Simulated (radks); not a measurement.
Q: Coherent X-ray form factor from a spherical all-electron density. Method: scalar-relativistic Kohn-Sham, LDA (Slater exchange, VWN5 correlation), spin-polarised, spherical densities, finite nucleus; Fermi nuclear charge, rms radius of each element as measured or else 0.836 A^(1/3) + 0.57 fm; computed with a radial shooting solver on a logarithmic mesh with Libxc functionals.

sin(theta)/lambda (1/angstrom)  f0 (electrons)
0.05                                    72.595
0.1                                     71.414
0.15                                    69.547
0.2                                     67.130
0.25                                    64.321
0.3                                     61.283
0.4                                     55.066
0.5                                     49.281
0.6                                     44.247
0.8                                     36.262
1                                       30.143
1.25                                    24.225
1.5                                     19.986
2                                       15.245

The species is in the configuration that NIST lists as its ground one. Which atom or ion scatters so?

A: The lead ion Pb9+, [Xe] 4f14 5d5. Extrapolating in s^2 from the first two rows gives f0(0) = 73.0, near the electron count 73; among species with that count, the fall with angle is slower the higher Z, and the table is that of Z = 82; from so few rows the species is fixed only to a neighbour or two.
